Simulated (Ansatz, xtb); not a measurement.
# Relative energy of two structures of F2GaNO2

Structure a is `O=N[O][Ga]([F])[F]`, a singlet and structure b is a singlet given by its coordinates. Both are isolated molecules in the gas phase, relaxed with PBE0-D3(BJ)/def2-SVP; the shapes shown needn't be the lowest conformers.

a (Å):

```xyz
6

F    -1.2044    0.4857    2.9676
F     0.5562    2.2550    1.3390
Ga   -0.9777    1.4972    1.5843
N    -3.4744    1.1635    0.6347
O    -4.2676    1.3985   -0.1772
O    -2.2575    1.8179    0.3614
```

b (Å):

```xyz
6

F    -1.4106    0.1116    1.9553
F    -2.4625   -1.4942   -0.4008
Ga   -2.4355   -0.0617    0.5709
N    -3.9003    1.7866   -0.0350
O    -4.2236    0.8648    0.7376
O    -2.7378    1.6496   -0.4605
```

Close contacts (Å): F1–Ga3 1.73, F2–Ga3 1.73, Ga3–O5 2.02, Ga3–O6 2.02, N4–O5 1.25, N4–O6 1.25.

Quicker runs give these differences E(b) − E(a): GFN2-xTB −33.0 kcal/mol; HF/STO-3G +6.2 kcal/mol (at GFN2-xTB geometries); r2SCAN-D4/def2-SVP −10.2 kcal/mol (at GFN2-xTB geometries).

Task: Which of the two would you expect CCSD(T)/def2-SVP + ΔMP2/def2-TZVPP electronic energies to favour?

Result: Structure b; the calculation gives E(b) − E(a) = −14.5 kcal/mol.

The same difference at several levels:

```csv
level,geometry,E(b) − E(a) (kcal/mol),departure from the last row (kcal/mol),"job, with rough time for the two"
GFN2-xTB,GFN2-xTB,−33.0,−18.5,"optimisation, 0.26 s"
HF/STO-3G,GFN2-xTB,+6.2,+20.7,"single point, 0.66 s"
r2SCAN-D4/def2-SVP,GFN2-xTB,−10.2,+4.3,"single point, 3.8 s"
PBE0-D3(BJ)/def2-SVP,PBE0-D3(BJ)/def2-SVP,−16.2,−1.7,"optimisation, 52 s"
HF/def2-SVP,PBE0-D3(BJ)/def2-SVP,−14.3,+0.2,part of the CCSD(T) run
MP2/def2-SVP,PBE0-D3(BJ)/def2-SVP,−13.5,+1.1,part of the CCSD(T) run
CCSD(T)/def2-SVP,PBE0-D3(BJ)/def2-SVP,−14.1,+0.4,single point
CCSD(T)/def2-SVP + ΔMP2/def2-TZVPP,PBE0-D3(BJ)/def2-SVP,−14.5,,"single point, 50 s"
```

HF/STO-3G puts the two in the other order. The largest departure from CCSD(T)/def2-SVP + ΔMP2/def2-TZVPP is that of HF/STO-3G, 20.7 kcal/mol. The last row adds to CCSD(T) the change of the MP2 difference between the two basis sets, here −0.4 kcal/mol.

With harmonic frequencies from PBE0-D3(BJ)/def2-SVP (ideal gas, rigid rotor, one conformer each, 298.15 K, 1 atm): on the last row, ΔE + ΔZPE = −13.6 kcal/mol. A mode under 50 cm⁻¹ makes harmonic enthalpies and free energies unreliable, so none is given.

The correlated steps freeze 14 core orbitals; the filled d shell of Ga is correlated, in a basis made for valence electrons. Programs: Ansatz 0.2.0, xtb 6.7.1; the last row on 1 thread of Intel(R) Xeon(R) 6975P-C (Granite Rapids) on a shared host.
